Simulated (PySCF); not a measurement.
A geometry optimisation on `[C](=C)([AlH2-][AsH2+]C(C)C)C`.

Computed with PBE0-D3(BJ)/def2-SVP geometry optimisation, gas phase (PySCF 2.14.0). Start geometry: GFN2-xTB. The input is one job of a driver script: a line of settings, then coordinates in Å.

Command:
```bash
OMP_NUM_THREADS=1 python probes_run.py task.json out
```

Input:
```
{"job": {"xc": "PBE0", "basis": "def2-SVP", "d3": "d3bj", "grid": 1, "shake": 0.01, "kind": "geom"}, "charge": 0, "multiplicity": 1}
C      2.756120    -1.385270    -0.093440
C      2.860620    -0.134800     0.410600
C      4.174250     0.574990     0.355150
Al     1.129220     0.386650     1.184610
As    -0.483330    -0.006510    -0.894310
C     -2.232940    -0.297990    -0.006720
C     -2.433600     0.815670     1.008090
C     -3.369100    -0.391410    -0.998830
H      3.531190    -1.924010    -0.540700
H      1.763470    -1.865790    -0.023280
H      4.589790     0.667340     1.381200
H      4.922720     0.044390    -0.248240
H      4.037290     1.596150    -0.036970
H      0.649490     1.872110     1.464510
H      0.305020    -0.753150     1.963670
H     -0.632630    -1.033620    -1.942450
H     -0.952600     1.064260    -1.840400
H     -2.151040    -1.247170     0.545880
H     -3.364090     0.659280     1.576400
H     -1.624780     0.858260     1.711660
H     -2.523030     1.781130     0.486780
H     -3.209910    -1.225990    -1.716650
H     -3.477520     0.547780    -1.571590
H     -4.328880    -0.582690    -0.479560
```

Output:
```
step   0  E = -2715.33870474  max force = 0.041241
step   1  E = -2715.34747577  max force = 0.011636
step   2  E = -2715.34979211  max force = 0.006428
step   3  E = -2715.35124438  max force = 0.004332
step   4  E = -2715.35191514  max force = 0.003703
step   5  E = -2715.35227159  max force = 0.001867
step   6  E = -2715.35256315  max force = 0.002650
step   7  E = -2715.35280179  max force = 0.003077
step   8  E = -2715.35305169  max force = 0.001684
step   9  E = -2715.35318722  max force = 0.000891
step  10  E = -2715.35328479  max force = 0.001599
step  11  E = -2715.35343698  max force = 0.002241
step  12  E = -2715.35362942  max force = 0.001982
step  13  E = -2715.35380437  max force = 0.000828
step  14  E = -2715.35388478  max force = 0.001054
step  15  E = -2715.35392899  max force = 0.000722
step  16  E = -2715.35394009  max force = 0.000639
step  17  E = -2715.35394046  max force = 0.000514
step  18  E = -2715.35394872  max force = 0.000659
step  19  E = -2715.35396334  max force = 0.000417
optimisation converged
```

Energies in Eh; «max force» is the largest Cartesian gradient component in Eh/bohr.

How much energy does the optimisation release, in eV?

E(step 0) − E(last step) = 0.015259 Eh, which is 0.415 eV.

Give the first gradient maximum in eV/Å.

With 1 Eh/bohr = 51.422 eV/Å, 2.121 eV/Å.

In short: final energy -2715.35396 Eh after 19 steps; dipole 4.91 D.

Time: 15 min of wall time; peak memory 0.95 GiB. Hardware: one thread of an Arm Neoverse N1, no GPU, shared host with 64 logical CPUs at a one-minute load of 32.
Labels such as C1 count atoms from 1, the log's own numbers from 0.
